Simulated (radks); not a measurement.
Values are calculated unless marked as measured or tabulated.
Spherical jellium clusters: N electrons in a uniform positive sphere of charge N and radius rs N^(1/3), rs = 3.74 bohr. Level of theory: non-relativistic Kohn-Sham, LDA (Slater exchange, Perdew-Wang correlation), spin-polarised, spherical densities (a radial shooting solver with Libxc functionals). Levels are named by radial order and angular momentum (1s, 1p, 1d, 2s, ...), and open shells are averaged over m.

N = 28, configuration 1s2 1p6 1d10 2s2 1f(up 7, down 1). This is the lowest configuration that the search found. Occupied and some empty levels:

| level | occupation | eigenvalue (eV) | <r> (bohr) |
|---|---|---|---|
| 1s up | 1 | -5.7918 | 6.883 |
| 1s down | 1 | -5.5917 | 6.498 |
| 1p up | 3 | -5.0496 | 8.152 |
| 1p down | 3 | -4.7600 | 7.980 |
| 1d up | 5 | -4.1131 | 9.000 |
| 1d down | 5 | -3.7826 | 8.955 |
| 2s up | 1 | -3.6573 | 7.199 |
| 2s down | 1 | -3.4883 | 7.436 |
| 1f up | 7 | -3.0094 | 9.712 |
| 1f down | 1 | -2.6679 | 9.756 |
| 2p up | 0 | -2.3369 | 8.617 |
| 2p down | 0 | -2.1734 | 8.731 |
| 1g up | 0 | -1.7738 | 10.42 |
| 1g down | 0 | -1.4444 | 10.56 |
| 2d up | 0 | -1.1072 | 10.62 |
| 2d down | 0 | -0.94650 | 10.86 |

Energy (eV): total -51.6696, kinetic 56.231, external -2226.0, Hartree 1100.5, exchange-correlation -109.43, background 1127.1.

Electron density:

| r (bohr) | n(r) (e/bohr^3) |
|---|---|
| 0.363 | 0.006203 |
| 1.73 | 0.005499 |
| 3.10 | 0.004452 |
| 4.46 | 0.003966 |
| 5.83 | 0.004398 |
| 7.20 | 0.005153 |
| 8.57 | 0.005078 |
| 9.93 | 0.003602 |
| 11.3 | 0.001685 |
| 12.7 | 0.0005536 |
| 14.0 | 0.0001500 |
| 15.4 | 0.00003710 |
| 16.8 | 8.592e-06 |
| 18.1 | 1.937e-06 |
